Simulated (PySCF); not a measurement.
C4H2Au2S3, multiplicity 1. Atoms are numbered in the order given.

```xyz
11

Au    -4.0244    -0.2053     0.3025
S     -2.5717     1.4470    -0.4153
C     -1.1183     0.5709    -0.8167
C     -0.6327     0.3145    -2.0935
C      0.6327    -0.3145    -2.0935
C      1.1183    -0.5709    -0.8167
S      2.5717    -1.4470    -0.4153
Au     4.0244     0.2053     0.3025
S      0.0000     0.0000     0.3999
H     -1.1916     0.5871    -2.9891
H      1.1916    -0.5871    -2.9891
```
Charge 0, spin multiplicity 1.

Geometry optimised at B3LYP-D3(BJ)/def2-SVP. The multiplicity is an assumed one; other spin states were not compared. The def2 effective core potentials stand for the cores of Au; spin–orbit coupling is left out. Other conformers were not sampled.

Computed with PBE/def2-SVP in PySCF.

Isolated molecule, no solvent.

```yaml
total_energy: -1618.59606 hartree
point_group: C2
highest_occupied_level: -5.56 eV
lowest_empty_level: -4.23 eV
orbital_gap: 1.33 eV
dipole_moment: 0.61 D
quadrupole, principal values (traceless, Buckingham form, about the centre of nuclear charge): -15.50, 0.48, 15.02 D·Å
mean_static_polarisability: 237.5 bohr³ (35.20 Å³)
polarisability_principal_values: 120.1, 141.3, 451.2 bohr³
```
